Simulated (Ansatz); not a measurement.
Cost and result for the atomization energy of `C[N](C)[AlH][OH]` (13 atoms, 12 bonds).

```
atom   x (Å)   y (Å)   z (Å)
  C1  -0.358   1.214   1.055
  N2  -0.056   0.148   0.130
  C3  -1.241  -0.515  -0.348
 Al4   1.607  -0.258  -0.331
  O5   1.963  -1.508  -1.420
  H6  -0.895   0.844   1.941
  H7   0.559   1.698   1.401
  H8  -0.989   1.987   0.592
  H9  -1.819  -0.962   0.474
 H10  -0.988  -1.318  -1.045
 H11  -1.913   0.179  -0.874
 H12   2.801   0.562   0.283
 H13   1.329  -2.071  -1.857
```

The species carries charge 0 and has multiplicity 1. The geometry is a stationary point of PBE0-D4/def2-TZVP. It is one conformer, not always the lowest. Program: Ansatz. All runs use 4 threads of an Arm Neoverse V1 on a shared host. Times are those of one run each, without the atoms' runs, and a repeat can differ threefold. Electronic energies, without spin–orbit coupling; frozen cores. CCSD(T)/CBS adds CCSD(T) − MP2 in def2-TZVPP to the MP2 limit, and its time is that of the two runs behind it. T1 = 0.012. HSE06 is the plane-wave form, built on full-range PBE exchange.

CCSD(T)/CBS is a level of theory with its own doubt, some kJ/mol a heavy atom from the limit and from the frozen cores, so smaller differences don't rank the functionals.

| level | functions | wall time |
| --- | --- | --- |
| BLYP-D4/def2-TZVPP | 278 | 2.6 s |
| PBE-D4/def2-TZVPP (with forces) | 278 | 3 s |
| PBE0-D4/def2-TZVPP | 278 | 3.7 s |
| BHLYP-D4/def2-TZVPP | 278 | 3.8 s |
| HSE06-D4/def2-TZVPP | 278 | 4 s |
| r2SCANh-D4/def2-TZVPP | 278 | 6.5 s |
| B2PLYP/def2-TZVPP | 278 | 7 s |
| CCSD(T)/def2-SVP | 114 | 7.5 s |
| B97M-V/def2-TZVPP | 278 | 12 s |
| ωB97M-V/def2-TZVPP (with forces) | 278 | 14 s |
| MP2/def2-QZVPP | 538 | 31 s |
| CCSD(T)/def2-TZVPP | 278 | 4.2 min |
| CCSD(T)/CBS(def2) | – | 4.7 min |

(1) What atomization energy does each give, and how far from CCSD(T)/CBS? (Estimate.)

## Answers

(1) The calculation gave: 
```tsv
level	atomization (kcal/mol)	difference from CCSD(T)/CBS	per bond
BLYP-D4/def2-TZVPP	1143.3	-2.5	-0.2
PBE-D4/def2-TZVPP (with forces)	1159.9	14.1	1.2
PBE0-D4/def2-TZVPP	1140.1	-5.7	-0.5
BHLYP-D4/def2-TZVPP	1112.7	-33.1	-2.8
HSE06-D4/def2-TZVPP	1140.9	-4.9	-0.4
r2SCANh-D4/def2-TZVPP	1136.4	-9.4	-0.8
B2PLYP/def2-TZVPP	1133.1	-12.7	-1.1
CCSD(T)/def2-SVP	1081.9	-63.9	-5.3
B97M-V/def2-TZVPP	1146.3	0.5	0.0
ωB97M-V/def2-TZVPP (with forces)	1147.1	1.3	0.1
MP2/def2-QZVPP	1149.1	3.3	0.3
CCSD(T)/def2-TZVPP	1115.5	-30.3	-2.5
CCSD(T)/CBS(def2)	1145.8	0.0	0.0
```

In def2-TZVPP, CCSD(T) changes the Hartree–Fock value by +288.4 kcal/mol (the triples alone add +15.2 kcal/mol) and MP2 by +303.8 kcal/mol; breaking electron pairs costs correlation energy, which Hartree–Fock lacks. From r2SCAN to r2SCAN0 (25 % exact exchange), in def2-TZVPP and without D4, the atomization energy moves by −17.0 kcal/mol: exact exchange takes away binding that semilocal exchange gives to molecules. Leaving LDA and LC-ωPBE aside and taking each functional with its dispersion term where it has one, the values spread over 47.2 kcal/mol, from BHLYP-D4 to PBE-D4. LDA lies +146.1 kcal/mol from PBE without D4, its usual overbinding.
